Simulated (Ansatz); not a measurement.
Coupled-cluster diagnostics for Bi3Te, Ansatz.

Geometry of the doublet (PBE-D4/def2-SVP):

```xyz
4

Bi   -1.2591    0.5915   -0.3143
Bi    0.0533   -2.0368    0.6927
Bi    1.0804   -0.9581   -1.6705
Te    0.1253    2.4033    1.2920
```

In the def2 sets Bi, Te take a core potential; there is no spin–orbit coupling. Correlated methods freeze 16 core orbitals; core or outer-core shells of Bi, Te are correlated, in sets that lack core-valence functions. Another isomer (doublet) lies 1.00 eV lower at PBE0-D4/def2-TZVP; other spin states weren't run for this one.

(1) Estimate the CCSD(T) correlation energy, the shares of MP2 and (T), T1 and the reference's ⟨S²⟩ for: charge 0, doublet, own geometry in def2-SVP; and the rough time on 4 threads of Intel Xeon 6975P-C on a shared host.

## Answers

(1) 
| state | basis | correlation (eV) | MP2 share (%) | (T) share (%) | T1 | ⟨S²⟩ (pure) | wall time | remarks |
| --- | --- | --- | --- | --- | --- | --- | --- | --- |
| charge 0, doublet, own geometry | def2-SVP | -12.381 | 86.7 | 5.0 | 0.041 | 1.88 (0.75) | 58 s | spin-contaminated |
Customary marks for T1 are 0.02 (closed shells), 0.045 (open shells) and about 0.05 (3d metals). T1 exceeds 0.02 in 1 of 1 rows and 0.045 in 0; the higher it lies, the less the single-reference result can be trusted.
